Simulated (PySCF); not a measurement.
**From computed data to an observable: dipole moment from atomic charges**

CH3ClF2SSi, SMILES CS[Si](F)(F)Cl. Atoms are numbered in the order given.

```xyz
9

C     -2.3453    -0.1199    -0.4708
S     -1.1186     1.2354    -0.4224
Si     0.5760     0.0522    -0.1430
F      0.8314    -0.9365    -1.3868
F      1.8551     1.0104    -0.0053
Cl     0.4439    -1.1366     1.5038
H     -3.3248     0.3537    -0.6171
H     -2.1453    -0.7999    -1.3099
H     -2.3482    -0.6745     0.4773
```
Charge 0, spin multiplicity 1.

Geometry optimised at ωB97X-D3(BJ)/def2-SVP. This is a generated structure with no PubChem entry under its InChIKey; it may be hypothetical. Other conformers were not sampled.

Charges (e) from PBE/def2-TZVP (PySCF):

```json
[
 {"atom": "C1", "ESP fit": "-0.543", "Mulliken": "-0.343"},
 {"atom": "S2", "ESP fit": "-0.044", "Mulliken": "-0.148"},
 {"atom": "Si3", "ESP fit": "0.289", "Mulliken": "0.707"},
 {"atom": "F4", "ESP fit": "-0.142", "Mulliken": "-0.250"},
 {"atom": "F5", "ESP fit": "-0.125", "Mulliken": "-0.250"},
 {"atom": "Cl6", "ESP fit": "-0.057", "Mulliken": "-0.179"},
 {"atom": "H7", "ESP fit": "0.239", "Mulliken": "0.152"},
 {"atom": "H8", "ESP fit": "0.203", "Mulliken": "0.158"},
 {"atom": "H9", "ESP fit": "0.179", "Mulliken": "0.154"}
]
```

The dipole moment of the full density is 2.51 D.

Task: What dipole moment does each set of point charges give, and which comes closer to that of the density?

Result: 
μ = Σ q r, and 1 e Å = 4.8032 D.
ESP fit: Σ q r = (-0.537, -0.101, 0.017) e Å, |μ| = 2.62 D.
Mulliken: Σ q r = (-0.580, -0.096, -0.026) e Å, |μ| = 2.83 D.
ESP fit comes closer in size. Point charges leave out the atoms' own dipoles (lone pairs, polarised bonds); fits to the potential absorb them, partitions of the density don't.
